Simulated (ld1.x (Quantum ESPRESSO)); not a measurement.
Transferability test, ultrasoft potential for copper (Cu)

- Element: copper
- Generator: ld1.x (Quantum ESPRESSO) 7.5
- Type: ultrasoft
- Functional: LDA (PZ)
- Relativity: scalar-relativistic
- Frozen core: [Ne] 3s2
- Valence charge: 17
- Reference configuration: 3p6 3d10 4s1 4p0
- Partial waves: 4s (bound): rcut 2.10, rcutus 2.65 bohr; 4s channel at 0.3 Ry: rcut 2.10, rcutus 2.65 bohr; 3p (bound): rcut 1.15, rcutus 1.45 bohr; 4p (bound, empty): rcut 1.15, rcutus 1.45 bohr; 3d (bound): rcut 0.80, rcutus 0.85 bohr; 3d channel at 3.2 Ry: rcut 0.80, rcutus 0.85 bohr
- Local potential: all-electron potential smoothed inside 1.75 bohr (lloc = -2)
- Core correction: none
- Augmentation charge: built from norm-conserving waves at rcut, not smoothed further

Energies are relative to the spin-unpolarised reference configuration 3p6 3d10 4s1 4p0; without spin polarisation the order of configurations can differ from experiment. Spin-polarised rows fill each open shell by Hund’s rule, majority spin first. Not all tests gave a result: 3 of 9 tests not solved or not reliable. Left out of the table: 3p6 3d8 4s0 4p0 (solver errors, printed error -3186 eV); 3p6 3d7 4s0 4p0 (solver errors, printed error -2350 eV); 3p6 3d9 4s0 4p0 (spin-polarised) (solver errors, printed error -3411 eV). The frozen-core shift is the all-electron ΔE with the core orbitals held at their reference shape minus the fully relaxed ΔE.

```tsv
valence configuration	charge	ΔE all-electron (eV)	error AE − PS (meV)	frozen-core shift (meV)
3p6 3d10 4s0 4p0	+1	8.434	-16	+2.3
3p6 3d9 4s0 4p0	+2	30.121	+4.0	+4.8
3p6 3d9 4s1 4p1	0	6.934	-802	n/a
3p6 3d10 4s1 4p0 (spin-polarised)	0	-0.184	+1.7	n/a
```

(1) What are ΔE and the potential's error for 3p6 3d9 4s1 4p0?

(2) What are ΔE and the potential's error for 3p6 3d10 4s0.5 4p0?

A Bessel basis up to 400 Ry misses an occupied level by 0.94 Ry, so cutoffs and ghosts were not judged.

Results:

(1) ΔE = 11.902 eV all-electron; the error (AE − PS) is -27 meV.

(2) ΔE = 3.302 eV all-electron; the error (AE − PS) is -3.3 meV.

These tests converged, but a pseudo level misses the all-electron one widely, so the file describes the atom poorly there or has found another state: 3p6 3d9 4s0 4p0: empty 4p by 2.2 eV.
